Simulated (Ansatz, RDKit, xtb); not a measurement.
Complex: HF (SMILES F) (first 2 atoms) with H2 (SMILES [H][H]); geometry from B3LYP-D3(BJ)/def2-TZVP, rigid monomers moved along the line of their centres of mass till H2···H4 is 2.26 Å.
(charge 0, multiplicity 1):
```xyz
4

F     -0.08210     0.19386    -0.50397
H     -0.06940     0.09894     0.41765
H     -0.08683    -0.48913     2.60344
H      0.01219     0.24721     2.67398
```

Monomers are frozen at their geometry in the pair; levels with a basis set take the counterpoise correction. RDKit's UFF carries no charges.

Frozen-core correlation. CBS(a, b) extrapolates the correlation energy as X⁻³ and adds the Hartree–Fock energy of set b.

Run with Ansatz (a first-principles code) with Gaussian orbitals; RDKit for the force fields; xtb for the GFN methods. 

| level | interaction energy (kcal/mol) |
|---|---|
| UFF | 0.78 |
| GFN1-xTB | -0.42 |
| HF/aug-cc-pVQZ | -0.52 |
| B3LYP/def2-TZVPPD | -0.76 |
| SCS-MP2/aug-cc-pVQZ | -0.79 |
| CCSD/aug-cc-pVTZ | ___ |
| CCSD(T)/aug-cc-pVTZ | -0.91 |
| CCSD(T)/aug-cc-pVQZ | -0.94 |
| CCSD(T)/CBS(aug-cc-pVTZ, aug-cc-pVQZ) | -0.95 |

Question: Complete the blanks.

Answer: 
- CCSD/aug-cc-pVTZ, interaction energy (kcal/mol): -0.85
